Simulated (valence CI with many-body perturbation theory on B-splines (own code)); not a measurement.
**Valence orbitals of Kr22+**

Method: configuration interaction combined with many-body perturbation theory (CI+MBPT): four valence electrons over a frozen Dirac-Fock core [Ne], radial functions for each j: 11 s, 11 p, 10 d, 8 f, 5 g, 2 h, with the one-electron correlation potential Σ1 (screened to all orders), the two-electron term Σ2, the three-electron term Σ3, Breit, model QED; selected single and double excitations, second order for the rest, scaled by the run's own slope (own B-spline code, finite nucleus).

No measured levels were compared; by estimate levels of excited configurations hold to 0.05 to 0.15 % of their energy, terms of the ground configuration to about 0.5 %. Among the levels kept, up to 780 cm⁻¹ of a level comes from second order outside the variational space, and about a tenth of that is noise between levels of different J, which matters for small intervals.

These are the spectroscopic orbitals of the CI (the correlating ones are not listed), shaped by the core and the other valence electrons. h is the expectation value of the core's Dirac-Fock operator, without the valence repulsion; Σ1 is computed up to l = 3 at one energy for each symmetry, that of its lowest orbital but kept below the first core excitation, so for empty shells it is not the orbital's own correlation shift; Breit and QED include the response of the core.

| Orbital | h (hartree) | Σ1 (cm⁻¹) | Breit (cm⁻¹) | QED (cm⁻¹) | ⟨r⟩ (bohr) |
| --- | --- | --- | --- | --- | --- |
| 3s1/2 | -44.247 | -5781 | 3274 | 2287 | 0.4565 |
| 4s1/2 | -23.746 | -1839 | 1227 | 877 | 0.8635 |
| 5s1/2 | -14.784 | -815 | 573 | 415 | 1.407 |
| 6s1/2 | -10.087 | -439 | 317 | 230 | 2.078 |
| 7s1/2 | -7.3197 | -264 | 193 | 141 | 2.880 |
| 8s1/2 | -5.5527 | -172 | 127 | 92.3 | 3.811 |
| 3p1/2 | -42.161 | -7039 | 5321 | -139 | 0.4423 |
| 4p1/2 | -22.88 | -2219 | 2008 | -50.8 | 0.8638 |
| 5p1/2 | -14.353 | -1004 | 966 | -24.2 | 1.417 |
| 6p1/2 | -9.8419 | -545 | 540 | -13.4 | 2.100 |
| 7p1/2 | -7.167 | -330 | 332 | -8.2 | 2.913 |
| 8p1/2 | -5.4514 | -216 | 219 | -5.4 | 3.856 |
| 3p3/2 | -41.677 | -6776 | 3307 | 69.2 | 0.4482 |
| 4p3/2 | -22.686 | -2160 | 1228 | 27.8 | 0.8717 |
| 5p3/2 | -14.257 | -981 | 602 | 13.7 | 1.428 |
| 6p3/2 | -9.7873 | -534 | 336 | 7.8 | 2.112 |
| 7p3/2 | -7.1331 | -324 | 206 | 4.8 | 2.928 |
| 8p3/2 | -5.4289 | -212 | 136 | 3.2 | 3.872 |
| 3d3/2 | -38.901 | -7998 | 2183 | -100 | 0.3984 |
| 4d3/2 | -21.628 | -2163 | 781 | -34.9 | 0.8418 |
| 5d3/2 | -13.741 | -954 | 373 | -16.7 | 1.413 |
| 6d3/2 | -9.4962 | -514 | 208 | -9.3 | 2.113 |
| 7d3/2 | -6.9526 | -311 | 128 | -5.7 | 2.943 |
| 3d5/2 | -38.805 | -7786 | 956 | -41.1 | 0.4000 |
| 4d5/2 | -21.586 | -2102 | 340 | -12.0 | 0.8438 |
| 5d5/2 | -13.72 | -927 | 164 | -5.3 | 1.415 |
| 6d5/2 | -9.4838 | -500 | 91.6 | -2.8 | 2.116 |
| 7d5/2 | -6.9448 | -302 | 56.4 | -1.7 | 2.947 |
| 4f5/2 | -21.044 | -1528 | 48.5 | -8.0 | 0.7541 |
| 5f5/2 | -13.447 | -765 | 34.1 | -4.6 | 1.337 |
| 6f5/2 | -9.3281 | -436 | 22.1 | -2.8 | 2.048 |
| 7f5/2 | -6.8477 | -272 | 14.8 | -1.8 | 2.889 |
| 4f7/2 | -21.028 | -1512 | 5.6 | 0.9 | 0.7550 |
| 5f7/2 | -13.439 | -756 | 4.0 | -0.1 | 1.337 |
| 6f7/2 | -9.3234 | -431 | 2.5 | -0.2 | 2.049 |
| 7f7/2 | -6.8447 | -269 | 1.7 | -0.2 | 2.890 |
| 5g7/2 | -13.367 |  | 0.7 | -1.4 | 1.188 |
| 6g7/2 | -9.2845 |  | 0.7 | -0.9 | 1.902 |
| 7g7/2 | -6.8207 |  | 0.6 | -0.6 | 2.747 |
| 5g9/2 | -13.363 |  | 0.0 | 1.0 | 1.188 |
| 6g9/2 | -9.2818 |  | 0.0 | 0.6 | 1.903 |
| 7g9/2 | -6.819 |  | 0.0 | 0.4 | 2.748 |
| 6h9/2 | -9.269 |  |  |  | 1.694 |
| 6h11/2 | -9.2673 |  |  |  | 1.694 |

Among the shells of the start configuration 3s2 3p2, Σ1 is largest in size for 3p1/2, where it is 0.076 % of h.

Lowest root of each symmetry, sizes in configuration state functions:

| J | Parity | Roots | Reference | Variational | Second order | Change by selected CI (cm⁻¹) | Change by second order (cm⁻¹) |
| --- | --- | --- | --- | --- | --- | --- | --- |
| 0 | even | 12 | 56 | 25316 | 115405 | -7294 | -1 |
| 1 | even | 17 | 112 | 31956 | 314126 | -6688 | -72 |
| 2 | even | 24 | 148 | 31976 | 490840 | -7324 | -137 |
| 3 | even | 15 | 110 | 31999 | 497711 | -5895 | -117 |
| 4 | even | 10 | 72 | 31983 | 453668 | -5719 | -86 |
| 5 | even | 3 | 26 | 32135 | 281447 | -6194 | -42 |
| 0 | odd | 9 | 56 | 24840 | 87705 | -7786 | -2 |
| 1 | odd | 22 | 147 | 32000 | 223210 | -6626 | -82 |
| 2 | odd | 28 | 178 | 32000 | 357861 | -3744 | -119 |
| 3 | odd | 23 | 153 | 31957 | 406081 | -5934 | -282 |
| 4 | odd | 15 | 100 | 31925 | 469164 | -7957 | -289 |
| 5 | odd | 6 | 48 | 32119 | 343809 | -10084 | -156 |
| 6 | odd | 2 | 16 | 29548 | 176953 | -7808 | -16 |
